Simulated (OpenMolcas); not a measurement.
## Br3+: effect of the IPEA shift

```
Program             : OpenMolcas 26.06
Basis               : ANO-RCC-VTZP [6s5p3d1f]
Scalar Hamiltonian  : DKH2, point nucleus
Active space        : 4 electrons in 9 orbitals (RAS2 4s 4p; RAS3 4d, at most 2 electrons)
State averaging     : 2S+1 = 3 even, 6 roots; 2S+1 = 1 even, 12 roots; 2S+1 = 5 odd, 1 root; 2S+1 = 3 odd, 9 roots; 2S+1 = 1 odd, 8 roots
Spin-orbit coupling : RASSI with atomic mean-field integrals over the reference wave functions, term energies averaged over their components
```

Methods on the same reference wave functions:
A. RASSCF
B. MS-RASPT2, IPEA 0 Eh, imaginary shift 0.1 Eh (closed shells correlated: 3d)
C. MS-RASPT2, IPEA 0.25 Eh, imaginary shift 0.1 Eh (closed shells correlated: 3d)

Energies in cm-1 above 4s2 4p2 3P0.

| Level | A | B | C |
| --- | --- | --- | --- |
| 4s2 4p2 3P0 | 0.0 | 0.0 | 0.0 |
| 4s2 4p2 3P1 | 2298 | 2340 | 2340 |
| 4s2 4p2 3P2 | 5176 | 5160 | 5160 |
| 4s2 4p2 1D2 | 17743 | 16280 | 16310 |
| 4s2 4p2 1S0 | 35765 | 33950 | 34060 |
| 4s 4p3 5S* 2 | 75199 | 78390 | 78380 |
| 4s 4p3 3D* 1 | 108191 | 108760 | 108870 |
| 4s 4p3 3D* 2 | 108233 | 108810 | 108920 |
| 4s 4p3 3D* 3 | 108834 | 109420 | 109530 |
| 4s 4p3 3P* 0 | 125476 | 125580 | 125730 |
| 4s 4p3 3P* 1 | 125598 | 125700 | 125860 |
| 4s 4p3 3P* 2 | 125677 | 125780 | 125930 |
| 4s 4p3 1D* 2 | 138219 | 137220 | 137370 |

Between B and C the level of the table that moves most is 4s 4p3 3P* 0, by 160 cm-1 (lowest in B, highest in C). Moves below CASPT2's spread within the term are not significant.

From A to B the spin-free energies of the other terms of 4s2 4p2 shown, above 3P, scale by factors of 0.88 to 0.94.

The lowest spin-free term lies below A's lowest term by 0.062 hartree in B, 0.062 hartree in C.

Term energies are means over components that CASPT2 splits; among the terms shown or strongly mixed into the levels shown the widest spread is 25 cm-1 (4s 4p3 3D*, C). Configurations are named by rounded mean occupations; where the s occupation lies near a half they are strongly mixed, a name can repeat and a true partner stay unpaired. Some terms take much of their weight from 4d, a shell meant for correlation, so their names are nominal. Some terms mix strongly with configurations of 4d, whose occupation reaches 0.54 (4s 4p3 1D*). Only configurations of the active space appear. The table leaves out levels that lie high or whose names do not pair safely across all columns.

* marks odd parity.
